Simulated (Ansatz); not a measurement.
`CS[Si](Cl)(Cl)Cl`, relaxed with RKS PBE0-D4/def2-TZVP in Ansatz 0.2.0 from a PBE-D4/def2-SVP geometry. The force threshold is 0.005 eV/Å; the program also tests the step.

Total charge 0; spin multiplicity 1.

Start:

```xyz
9

C    -0.576    0.774   -1.264
S    -1.048   -0.795   -0.422
Si    0.415   -0.797    1.114
Cl    2.338   -0.798    0.350
Cl    0.107   -2.495    2.231
Cl    0.265    0.875    2.326
H    -0.664    1.632   -0.571
H     0.454    0.707   -1.666
H    -1.291    0.899   -2.098
```

| step | energy (eV) | largest force (eV/Å) | largest move (Å) |
| --- | --- | --- | --- |
| 1 | -57354.0046 | 0.561 | 0.000 |
| 2 | -57354.0589 | 0.189 | 0.045 |
| 3 | -57354.0615 | 0.073 | 0.016 |
| 4 | -57354.0621 | 0.034 | 0.006 |
| 5 | -57354.0622 | 0.012 | 0.005 |
| 6 | -57354.0622 | 0.014 | 0.006 |
| 7 | -57354.0622 | 0.003 | 0.002 |

End:

```xyz
9

C    -0.571    0.768   -1.252
S    -1.029   -0.779   -0.415
Si    0.413   -0.788    1.103
Cl    2.311   -0.798    0.359
Cl    0.106   -2.463    2.203
Cl    0.273    0.853    2.304
H    -0.669    1.617   -0.578
H     0.441    0.709   -1.648
H    -1.274    0.880   -2.076
```

It took 36 s on 4 threads of an Arm Neoverse V2 on a shared host, with 0.92 GiB of host memory at the peak.
